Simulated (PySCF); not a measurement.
A PySCF script (with the pyscf-properties extension) for the NMR shieldings of `BOC/C=C\C`, C4H9BO, on a GFN2-xTB geometry:

```python
import basis_set_exchange as bse
import numpy as np
from pyscf import gto, dft
from pyscf.prop import nmr

atoms = """
B     3.025381    0.194813    0.077929
O     1.952868   -0.342418   -0.472504
C     0.649010    0.181049   -0.377365
C    -0.204016   -0.670751    0.518074
C    -1.527666   -0.641274    0.545669
C    -2.371050    0.242555   -0.317484
H     2.986293    1.205381    0.692085
H     4.025737   -0.392092   -0.089716
H     0.674473    1.212328    0.008867
H     0.230570    0.206881   -1.392103
H     0.350683   -1.329208    1.170610
H    -2.052622   -1.283561    1.237818
H    -3.425463    0.010435   -0.199067
H    -2.103302    0.124317   -1.367218
H    -2.215309    1.289535   -0.057507
"""
names = dict.fromkeys(["B", "O", "C", "H"], "pcSseg-1")
basis = {el: gto.basis.parse(bse.get_basis(n, elements=[el], fmt="nwchem")) for el, n in names.items()}
mol = gto.M(atom=atoms, basis=basis, charge=0, verbose=0)
mf = dft.RKS(mol, xc="PBE0")
mf.grids.level = 2
mf.grids.alignment = dft.numint.BLKSIZE   # the property module wants whole blocks of grid points
mf.conv_tol = 1e-9
mf.kernel()

calc = nmr.RKS(mf)   # GIAO
C = mf.mo_coeff
Co = C[:, mf.mo_occ > 0]
resp = mf.gen_response(singlet=True, hermi=2)
def vind(x):   # induced exchange potential for any number of trial vectors
    d = np.einsum("pi,xij,qj->xpq", C, 2 * x.reshape(-1, C.shape[1], Co.shape[1]), Co, optimize=True)
    return np.einsum("xpq,pi,qj->xij", resp(d - d.transpose(0, 2, 1)), C, Co, optimize=True).ravel()
mo1, _ = nmr.rhf.solve_mo1(calc, with_cphf=vind)
sigma = calc.kernel(mo1)
for i, s in enumerate(sigma):   # ppm
    w = np.linalg.eigvalsh((s + s.T) / 2)
    print("%2d %-2s iso %8.1f  s11 %8.1f  s22 %8.1f  s33 %8.1f" % (i, mol.atom_pure_symbol(i), w.mean(), *w))
```

Question: What does it print?

Answer: 
```
 0 B  iso     54.8  s11     23.0  s22     42.8  s33     98.7
 1 O  iso    105.3  s11   -105.4  s22     64.5  s33    356.7
 2 C  iso    110.5  s11     81.9  s22     93.8  s33    155.7
 3 C  iso     44.6  s11    -64.3  s22     69.3  s33    128.9
 4 C  iso     56.1  s11    -55.9  s22     60.2  s33    163.9
 5 C  iso    172.3  s11    157.5  s22    173.2  s33    186.2
 6 H  iso     26.5  s11     24.9  s22     26.8  s33     27.8
 7 H  iso     26.7  s11     26.2  s22     26.3  s33     27.8
 8 H  iso     27.0  s11     23.7  s22     28.1  s33     29.0
 9 H  iso     26.4  s11     22.4  s22     26.6  s33     30.1
10 H  iso     25.8  s11     24.2  s22     24.6  s33     28.7
11 H  iso     25.8  s11     23.4  s22     25.7  s33     28.2
12 H  iso     29.9  s11     25.9  s22     28.0  s33     35.9
13 H  iso     29.9  s11     26.0  s22     29.1  s33     34.7
14 H  iso     30.1  s11     25.9  s22     28.6  s33     35.9
```

These numbers come from an equivalent density-fitted implementation of the same equations, which agrees with the script to about 0.01 ppm for H and up to a few tenths of a ppm for heavy atoms, so last digits may differ.

Size and cost of the density-fitted run: 147 basis functions, 31 s wall time on 1 thread of an Arm Neoverse N1, shared host; peak memory 0.7 GiB.
